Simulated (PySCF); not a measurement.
H₃NOSi, neutral, multiplicity 1. Atoms are numbered in the order given.

```xyz
6

Si     0.6423    -0.0608     0.0000
O     -0.4218    -1.3330     0.0000
H     -1.3749    -1.1862     0.0000
N     -0.4015     1.3054     0.0000
H     -1.4139     1.3228     0.0000
H     -0.0191     2.2403     0.0000
```

The structure is a stationary point at r2SCAN-D4/def2-TZVP. One conformer was computed; it need not be the lowest.

These are PBE0/pcSseg-2 (PySCF) values and carry that method's errors.

GIAO shieldings, no solvent; atoms listed in one row are averaged. δ = σ(ref) − σ: ²⁹Si against TMS (σ = 341.9 ppm); ¹⁷O against H2O (σ = 327.8 ppm); ¹H against TMS (σ = 31.54 ppm); ¹⁵N against NH3 (σ = 263.3 ppm), references at their B3LYP-D3(BJ)/def2-TZVP geometries, non-relativistic.

```
nucleus  atoms  count  δ (ppm)
-------  -----  -----  -------
²⁹Si       Si1      1     98.0
¹⁷O         O2      1    140.8
¹H          H3      1     3.78
¹H          H6      1     3.51
¹H          H5      1     3.31
¹⁵N         N4      1    117.2
```
